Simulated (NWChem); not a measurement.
# Atomisation of pentafluoroethane (C$_{2}$HF$_{5}$)

```xyz
8

F     -0.4256    -1.3976    -1.0981
C      0.2055    -0.9403     0.0000
F     -0.4256    -1.3976     1.0981
C      0.1573     0.5953     0.0000
F     -1.0964     1.0426     0.0000
F      0.7832     1.0629     1.0850
F      0.7832     1.0629    -1.0850
H      1.2536    -1.2881     0.0000
```
Charge 0, spin multiplicity 1.

The numbers come from NWChem runs, not from measurements. Structure: optimised with B3LYP/def2-SVP, a minimum by its harmonic frequencies.

Basis set: def2-SVP. The atomisation energy is electronic alone: no zero-point, thermal, spin-orbit or counterpoise terms. No value is extrapolated to the basis-set limit. Free atoms are single determinants with multiplicities F 2, C 3, H 2.

B3LYP has NWChem's definition, with VWN1-RPA local correlation. No SCF solution was tested for a lower state. Open-shell Hartree-Fock references start from PBE0 orbitals.

Q: Order these methods by the atomisation energy they give, lowest first: HF, LDA (SVWN5), B3LYP, PBE0, BP86, PBE.

A: HF (530.4 kcal/mol), B3LYP (784.3 kcal/mol), PBE0 (794.9 kcal/mol), BP86 (826.0 kcal/mol), PBE (836.4 kcal/mol), LDA (SVWN5) (980.5 kcal/mol)
